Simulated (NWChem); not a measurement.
Species: C2H3ClO2Si; SMILES C#C[Si](O)(O)Cl

```xyz
9

C      0.9727     2.7424     0.0020
C      0.3976     1.6712    -0.0044
Si    -0.4535     0.0659     0.0317
O     -1.3983    -0.1376     1.3639
O     -1.4052    -0.0256    -1.2967
Cl     0.9932    -1.4091     0.0316
H      1.4806     3.6911     0.0010
H     -0.9636    -0.3094     2.2043
H     -2.0048    -0.7765    -1.3500
```
Atoms are numbered in this order, from 1.

Level: PBE0/def2-SVP (NWChem), optimised geometry, unscaled harmonic frequencies. 

| frequency (cm⁻¹) | IR intensity (km/mol) |
|---|---|
| 113 | 1.6 |
| 121 | 18.9 |
| 167 | 18.4 |
| 193 | 105.2 |
| 257 | 20.3 |
| 294 | 79.1 |
| 329 | 32.7 |
| 369 | 18.1 |
| 387 | 44.4 |
| 536 | 85.0 |
| 667 | 204.4 |
| 749 | 26.0 |
| 760 | 26.2 |
| 795 | 228.2 |
| 809 | 229.6 |
| 922 | 196.4 |
| 998 | 142.7 |
| 2181 | 67.0 |
| 3474 | 50.4 |
| 3930 | 151.4 |
| 3939 | 125.9 |

| Item | Result |
|---|---|
| zero-point energy | 31.4 kcal/mol |
| thermal correction to the enthalpy at 298.15 K (with zero-point energy) | 37.1 kcal/mol |
| heat capacity Cv | 27.3 cal/(mol K) |
| entropy at 298.15 K and 1 atm (symmetry number 1) | 87.9 cal/(mol K) |
| dipole moment | 1.34 D |

Rigid rotor and harmonic oscillator.
